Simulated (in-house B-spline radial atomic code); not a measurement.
Results of a calculation; reference values are marked as such.
## Building a PAW p channel for Si, r_c = 2.79 bohr

Si, [Ne] 3s2 3p2, non-relativistic LDA (VWN5), spherical and spin-unpolarised, from an all-electron radial atomic-structure program (B-spline basis) (atomic units; all potentials screened as in the neutral atom).

Two all-electron partial waves φ1, φ2 are integrated outwards at E1 = ε(3p) = -0.153292 and E2 = E1 + 0.5 hartree; φ1 is the bound orbital and φ2 has unit norm inside r_c = 2.7863 bohr. Smooth partners are polynomials, r^2(a0 + a1 r² + a2 r⁴ + a3 r⁶), matched to φ and three derivatives at r_c, with no condition on the norm. The local potential is -2.19047 + (0.593297) r² + (-0.0707416) r⁴ + (0.00316966) r⁶ inside 2.3463 bohr and the all-electron one outside.

| wave | φ(r_c) | φ'(r_c) | a0 | a1 | a2 | a3 |
| --- | --- | --- | --- | --- | --- | --- |
| 1 | 0.5686937 | -0.1352721 | 0.3336946 | -0.06387532 | 0.005110033 | -0.0001550217 |
| 2 | 0.02603249 | 1.180323 | -0.6833706 | 0.1774971 | -0.01500331 | 0.0004552138 |

Inside r_c the overlaps are <φi φj> = [[0.56973, -0.67476], [-0.67476, 1.00000]] and, for the smooth waves, [[0.52812, -0.57604], [-0.57604, 0.78495]]. With χj = (Ej − T − V_local) applied to smooth wave j, the program's quadrature gives the matrix B_ij = <smooth i, χj> as [[0.02439, -0.01312], [-0.06248, 0.08655]].

(1) Check the match of the first wave, and find the augmentation charges q_ij.

(2) B isn't symmetric. Show that D_ij = B_ij + Ej q_ij is.

Solving (T + V_local + Σ p D p) ψ = E (1 + Σ p q p) ψ in a sphere of 9 bohr, whose wall lifts the free-atom level a little, gives these levels:

| all-electron | one projector | two projectors |
| --- | --- | --- |
| -0.152799 | -0.152799 | -0.152799 |
| 0.106667 | 0.103779 | 0.106666 |
| 0.429591 | 0.400177 | 0.429590 |
| 0.901100 | 0.768679 | 0.900967 |
| 1.511700 | 1.245490 | 1.510020 |

(3) What does the second projector gain?

Results:

(1) At r_c the four terms are 2.59063, -3.84986, 2.39106, -0.56314, which sum to 0.5687, φ1(r_c) to rounding. q_ij is the all-electron overlap less the smooth one: [[0.04161, -0.09873], [-0.09873, 0.21505]]. The smooth first wave has a norm of 0.5281 inside r_c against 0.5697, and q11 > 0 puts back the missing charge.

(2) Integrating by parts gives B12 − B21 = (E1 − E2) q12: -0.01312 − (-0.06248) = 0.04936, and −0.5 × (-0.09873) = 0.04936. So D12 = -0.01312 + (0.346708)(-0.09873) = -0.04735 and D21 = -0.06248 + (-0.153292)(-0.09873) = -0.04735; D11 = 0.01801, D22 = 0.16111. The projectors, p = (B⁻¹)ᵀ χ, are dual to the smooth waves; det B = 0.0013.

(3) With one projector the errors are 0.00, -2.89, -29.41, -132.42 millihartree, and the level at 1.2455 is out of step with the all-electron series: an extra state, or one far too low, so the pairing ends there. With two the errors are 0.00, 0.00, 0.00, -0.13, -1.68 millihartree. The scattering is exact at E1 and at E2 = 0.347, and over all levels compared the largest error is 1.7 millihartree. The lowest eigenvalue of the overlap operator is 1 with one and 0.9401 with two projectors. The smooth orbital alone needs a cutoff of 2.78 hartree for 1 millihartree of kinetic energy, against 3.38 for a norm-conserving Troullier-Martins orbital of the same radius; part of the gain comes from giving up the norm, part from the simpler form.
